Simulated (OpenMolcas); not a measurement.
## W5+ in a point-charge field

W5+ among 2 point charges of -1.2 e arranged as a linear pair (D∞h), 2.1 Å from the ion.
```
   0.0000    0.0000    2.1000  -1.20
   0.0000    0.0000   -2.1000  -1.20
```

```
Program             : OpenMolcas
Method              : SS-CASPT2, IPEA 0.25 Eh, imaginary shift 0.1 Eh (closed shells correlated: 4f 5s 5p)
Basis               : ANO-RCC-VDZP [7s6p4d2f1g]
Scalar Hamiltonian  : DKH2, point nucleus
Active space        : 1 electron in 5 orbitals (5d)
State averaging     : 2S+1 = 2 even, 5 roots
Spin-orbit coupling : RASSI with atomic mean-field integrals over the reference wave functions
```

The lowest spin-free states (labels by Λ), above the lowest:

| State | Degeneracy | E (cm-1) | Free-ion L (%) |
| --- | --- | --- | --- |
| 2Δ | 2 | 0 | D (100) |
| 2Π | 2 | 8350 | D (100) |
| 2Σ | 1 | 13300 | D (100) |

The lowest levels with spin-orbit coupling:

```
E (cm-1)  Degeneracy  2S+1               g
       0           2     2  0.00 0.00 2.12
    8730           2     2  0.42 1.56 1.56
    8930           2     2  0.00 0.00 6.00
   16400           2     2  0.00 0.00 3.88
   20870           2     2  1.58 3.56 3.56
```

Powder χT (cm3 K/mol): 0.141 at 2 K, 0.142 at 10 K, 0.143 at 50 K, 0.146 at 100 K, 0.15 at 200 K, 0.155 at 300 K. The effective moment at 300 K is 2.828 √(χT) = 1.11 μB.

The lowest level has 2S+1 = 2, for which the spin-only value is χT = S(S+1) / 2 = 0.375 cm3 K/mol (g = 2). The computed 0.155 at 300 K differs by -0.220, through orbital momentum, spin-orbit coupling and any other state in reach.

Free-ion shares, where given, are those of the reference states; single-state CASPT2 does not remix them. This is an electrostatic model: the charges have no orbitals. No measured value stands beside these numbers.
